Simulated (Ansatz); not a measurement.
A search over several starts for the lowest SCF solution of the cluster MgI₂⁻ at the given spin, in a small basis.

```yaml
crystal:
  periodic: [false, false, false]
  atoms:
    - {symbol: Mg, position_ang: [-0.001213, -0.002708, 0.001849]}
    - {symbol: I, position_ang: [0.915427, 1.037629, 2.117484]}
    - {symbol: I, position_ang: [-0.914214, -1.034931, -2.119333]}
basis:
  gaussian: {orbitals: def2-SVP}
total_charge: -1
magnetization: {spin_polarized: true, initial_magnetization: 1}
hamiltonian: {xc: pbe0, dispersion: d4}
output: {orbitals: {seedname: orbitals}}
```

```sh
$ ansatz run in.yaml --threads 4 --pin off --events-out ev --progress --plain --max-ram 3916MiB
```

Shortened log:

```
Functional definition: PBE0
812 factors; integrals over basis functions are off by at most 1.4e-4 eV
mean field evaluation 1: about -21646.0879 eV, gradient 5.5e0 eV
mean field evaluation 2: about -21646.1783 eV, gradient 4.4e0 eV
mean field evaluation 4: about -21646.3245 eV, gradient 2.2e-1 eV
mean field evaluation 8: about -21646.4255 eV, gradient 1.9e-2 eV
mean field evaluation 16: about -21646.4255 eV, gradient 1.4e-5 eV
mean field -21646.42554494 eV, -795.4914663023 hartree, gradient 2.9e-5 eV, S^2 0.752742; 2 other end points of the search recorded, 0 dependent functions left out
reference -21646.42557795 eV, -795.4914675156 hartree; 32, 31 occupied and 38, 39 virtual orbitals, 812 factors
Total energy: -21646.49470616 eV, -795.4940079302 hartree
```

Run time 1.8 s (4 threads of Arm Neoverse V1 on a shared host).

In the def2 sets I takes a core potential; there is no spin–orbit coupling. The highest occupied level of the charge -1 doublet lies above zero (up to 0.96 eV). By energy differences its removal costs 0.63 eV (vertical, to the charge 0 singlet, at PBE0-D4/def2-TZVPD). The structure comes from a short search, and lower isomers may exist.
